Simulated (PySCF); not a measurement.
**Electron correlation in I (iodine, neutral)**

[Kr] 4d10 5s2 5p5, 2P determinant. All numbers are calculated (PySCF 2.14, scalar relativity by spin-free X2C-1e, in x2c-TZVPPall (8s6p4d2f, 60 functions)). Frozen: [Kr] 4d10; 7 electrons correlated.

```
  level  correlation energy (mhartree)
   CCSD                        -124.72
    (T)                          -3.54
CCSD(T)                        -128.26
  CCSDT                        -128.76
```

Diagnostics: T1 = 0.0065, D1 = 0.0209, largest double amplitude 0.049.

Cost of the coupled-cluster step: of the order of 2.1 core-seconds, for 7 correlated electrons.

Iterations:

```
CC2 = 0
CCSD nocc = (np.int64(4), np.int64(3)), nmo = (37, 37)
frozen orbitals [[0, 1, 2, 3, 4, 5, 6, 7, 8, 9, 10, 11, 12, 13, 14, 15, 16, 17, 18, 19, 20, 21, 22], [0, 1, 2, 3, 4, 5, 6, 7, 8, 9, 10, 11, 12, 13, 14, 15, 16, 17, 18, 19, 20, 21, 22]]
max_cycle = 100
direct = 0
conv_tol = 1e-08
conv_tol_normt = 1e-06
diis_space = 8
diis_start_cycle = 0
Init t2, MP2 energy = -0.107255946284035
Init E_corr(UCCSD) = -0.107255946288672
cycle = 1  E_corr(UCCSD) = -0.120705021153224  dE = -0.0134490749  norm(t1,t2) = 0.0398217
cycle = 2  E_corr(UCCSD) = -0.123557969423415  dE = -0.00285294827  norm(t1,t2) = 0.0123621
cycle = 3  E_corr(UCCSD) = -0.124760912000081  dE = -0.00120294258  norm(t1,t2) = 0.00477737
cycle = 4  E_corr(UCCSD) = -0.124720685505555  dE = 4.02264945e-05  norm(t1,t2) = 0.000576016
cycle = 5  E_corr(UCCSD) = -0.12472094837977  dE = -2.62874215e-07  norm(t1,t2) = 8.33248e-05
cycle = 6  E_corr(UCCSD) = -0.124721380277225  dE = -4.31897455e-07  norm(t1,t2) = 1.59646e-05
cycle = 7  E_corr(UCCSD) = -0.124721397061518  dE = -1.67842935e-08  norm(t1,t2) = 3.41221e-06
cycle = 8  E_corr(UCCSD) = -0.124721401061567  dE = -4.00004889e-09  norm(t1,t2) = 6.31411e-07
UCCSD converged
E(UCCSD) = -7112.784665465952  E_corr = -0.1247214010615672
UCCSD(T) correction = -0.00354291455940624
```
